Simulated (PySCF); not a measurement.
3-methylpenta-1,2-diene (C6H10), SMILES C=C=C(C)CC.

The structure is a stationary point at TPSSh-D3(BJ)/def2-SVP. Other conformers were not sampled.

These are TPSSh-D3(BJ)/def2-SVP in PySCF values and carry that method's errors.

Frequencies are harmonic and unscaled.

Computed harmonic wavenumbers and intensities:
| mode | ν (cm⁻¹) | IR (km/mol) | moving atoms (share of kinetic energy) |
|---|---|---|---|
| 1 | 53 | 0.0 | C 57 %, H 43 % |
| 2 | 156 | 1.0 | H 82 %, C 18 % |
| 3 | 168 | 0.5 | C 56 %, H 44 % |
| 4 | 204 | 1.7 | H 53 %, C 47 % |
| 5 | 242 | 0.1 | H 67 %, C 33 % |
| 6 | 305 | 2.8 | C 64 %, H 36 % |
| 7 | 362 | 0.5 | C 59 %, H 41 % |
| 8 | 521 | 1.9 | C 68 %, H 32 % |
| 9 | 592 | 7.4 | C 82 %, H 18 % |
| 10 | 620 | 0.2 | H 88 %, C 12 % |
| 11 | 725 | 1.1 | C 72 %, H 28 % |
| 12 | 785 | 3.1 | H 84 %, C 16 % |
| 13 | 862 | 45.2 | H 74 %, C 26 % |
| 14 | 943 | 2.1 | H 59 %, C 41 % |
| 15 | 1006 | 0.5 | H 64 %, C 36 % |
| 16 | 1009 | 4.2 | H 63 %, C 37 % |
| 17 | 1030 | 0.9 | H 61 %, C 39 % |
| 18 | 1062 | 3.8 | H 58 %, C 42 % |
| 19 | 1091 | 2.9 | H 51 %, C 49 % |
| 20 | 1216 | 2.9 | C 74 %, H 26 % |
| 21 | 1259 | 4.2 | H 64 %, C 36 % |
| 22 | 1314 | 21.5 | H 67 %, C 33 % |
| 23 | 1352 | 0.7 | H 66 %, C 34 % |
| 24 | 1395 | 3.4 | H 77 %, C 23 % |
| 25 | 1402 | 0.7 | H 80 %, C 20 % |
| 26 | 1463 | 3.5 | H 84 %, C 16 % |
| 27 | 1467 | 3.1 | H 92 %, C 8 % |
| 28 | 1477 | 8.2 | H 95 % |
| 29 | 1490 | 2.9 | H 95 % |
| 30 | 1496 | 6.0 | H 85 %, C 15 % |
| 31 | 1500 | 1.5 | H 81 %, C 19 % |
| 32 | 2060 | 33.0 | C 98 % |
| 33 | 3017 | 27.8 | H 94 % |
| 34 | 3020 | 39.7 | H 97 % |
| 35 | 3033 | 32.9 | H 97 % |
| 36 | 3087 | 20.9 | H 91 %, C 9 % |
| 37 | 3092 | 5.0 | H 91 %, C 9 % |
| 38 | 3110 | 11.2 | H 95 % |
| 39 | 3117 | 34.3 | H 91 %, C 9 % |
| 40 | 3122 | 34.5 | H 91 %, C 9 % |
| 41 | 3143 | 14.6 | H 91 %, C 9 % |
| 42 | 3192 | 3.5 | H 89 %, C 11 % |
